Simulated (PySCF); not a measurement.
Identify the unknown among the candidates.

All candidates are C2H11NSi2.

| technique | computed result |
| --- | --- |
| Triplet | lowest triplet excitation (Tamm–Dancoff): 6.20 eV [TDA CAM-B3LYP/def2-SVPD] |
| Rotational structure | rotational constants A, B, C: 5.585, 1.522, 1.302 GHz [GFN2-xTB] |
| Dipole | 0.70 D [CAM-B3LYP/def2-SVPD] |
| 13C NMR | chemical shifts (computed TMS as zero) by class: 0.6 (1 C), -6.8 (1 C) ppm [GIAO PBE0/pcSseg-1] |
| NMR, other nuclei | isotropic shieldings of nuclei other than C and H, by class: 250 (1 N), 363 (1 Si), 427 (1 Si) ppm [GIAO PBE0/pcSseg-1] |
| Polarisability | 86.5 au [CAM-B3LYP/def2-SVPD] |

The electronic properties come from PySCF, for the isolated species, density fitting. Levels stand in brackets. Geometry: GFN2-xTB, one conformer, isolated molecule. Each NMR value is the plain mean over a class of atoms that symmetry, rotation or inversion makes alike.

Question: Which candidate is it?
A. `C[Si@@H](N)C[SiH3]`
B. `N[SiH2]CC[SiH3]`
C. `CN(C)[SiH2][SiH3]`
D. `CC[SiH2]N[SiH3]`
E. `CC[Si@@H](N)[SiH3]`

Answer: A. It is `C[Si@@H](N)C[SiH3]`. Numbering: `[CH3:1][Si@@H:2]([NH2:3])[CH2:4][SiH3:5]`. Its formula, C2H11NSi2, gives 0 degrees of unsaturation, so no ring and no π bond. 2 carbons fall into 2 classes; from least to most shielded: Si-methyl carbon [C1] (0.6 ppm), sp3 carbon bound to silicon [C4] (-6.8 ppm). The other shieldings belong to: 250 ppm, silicon-bound nitrogen [N3]; 363 ppm, SiH silicon [Si2]; 427 ppm, SiH3 silicon [Si5]. The optimised geometry has point group C1 and is an asymmetric top.

The others, at the same levels:
- `CC[SiH2]N[SiH3]` fails: its computed 13C shifts are 9.1 (1 C), 9.0 (1 C) ppm, lowest triplet excitation (Tamm–Dancoff) is 5.84 eV (against 6.20 eV) and static isotropic polarisability is 84.9 au (against 86.5 au).
- `N[SiH2]CC[SiH3]` fails: its computed 13C shifts are 12.1 (1 C), 4.9 (1 C) ppm, rotational constant A is 7.423 GHz (against 5.585 GHz) and smallest rotational constant is 1.146 GHz (against 1.302 GHz).
- `CC[Si@@H](N)[SiH3]` fails: its computed 13C shifts are 11.4 (1 C), 10.9 (1 C) ppm, lowest triplet excitation (Tamm–Dancoff) is 5.80 eV (against 6.20 eV) and static isotropic polarisability is 89.8 au (against 86.5 au).
- `CN(C)[SiH2][SiH3]` fails: it has 1 carbon class against 2; its computed 13C shifts are 42.7 (2 C) ppm, lowest triplet excitation (Tamm–Dancoff) is 4.82 eV (against 6.20 eV) and static isotropic polarisability is 90.6 au (against 86.5 au).

Each candidate is one conformer, not necessarily the lowest. The conformers computed, where there is a choice (atom-mapped SMILES and torsion angles):
- `[CH3:1][Si@@H:2]([NH2:3])[CH2:4][SiH3:5]`: C1–Si2–C4–Si5 -177°, H–N3–Si2–C1 -50°, H–N3–Si2–C1 172°
- `[CH3:1][CH2:2][SiH2:3][NH:4][SiH3:5]`: C1–C2–Si3–N4 -176°, C2–Si3–N4–Si5 -177°
- `[NH2:1][SiH2:2][CH2:3][CH2:4][SiH3:5]`: N1–Si2–C3–C4 -167°, Si2–C3–C4–Si5 -69°, H–N1–Si2–C3 47°, H–N1–Si2–C3 -175°
- `[CH3:1][CH2:2][Si@@H:3]([NH2:4])[SiH3:5]`: C1–C2–Si3–N4 63°, H–N4–Si3–C2 -47°, H–N4–Si3–C2 174°
- `[CH3:1][N:2]([CH3:3])[SiH2:4][SiH3:5]`: C1–N2–Si4–Si5 74°
